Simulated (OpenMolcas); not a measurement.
# A ladder of methods for CH2NSn (SMILES N#[C][SnH2])

The species is CH2NSn (5 atoms), meant as a doublet with charge 0. As SMILES, `N#[C][SnH2]`. The coordinates come from a PBE0-D4/def2-TZVP relaxation.

Quantity: the dipole moment, in D. The values are calculated.

| level | kind | program | value (D) |
| --- | --- | --- | --- |
| UHF/def2-SVPD (core potential) | Hartree–Fock | OpenMolcas | 4.55 |
| U-revPBE/def2-SVPD (core potential) | GGA | OpenMolcas | 4.11 |
| UBLYP/def2-SVPD (core potential) | GGA | OpenMolcas | ? |
| UPBE/def2-SVPD (core potential) | GGA | OpenMolcas | ? |
| UM06-L/def2-SVPD (core potential) | meta-GGA | OpenMolcas | 4.39 |
| UTPSS/def2-SVPD (core potential) | meta-GGA | OpenMolcas | 4.14 |
| UB3LYP/def2-SVPD (core potential) | global hybrid | OpenMolcas | 4.32 |
| UPBE0/def2-SVPD (core potential) | global hybrid | OpenMolcas | 4.31 |

**Question.** Estimate the missing values from the other rows.

**Answer.** As computed at these levels: UBLYP/def2-SVPD (core potential): 4.17 D; UPBE/def2-SVPD (core potential): 4.15 D. The values span 4.11 to 4.55 D.
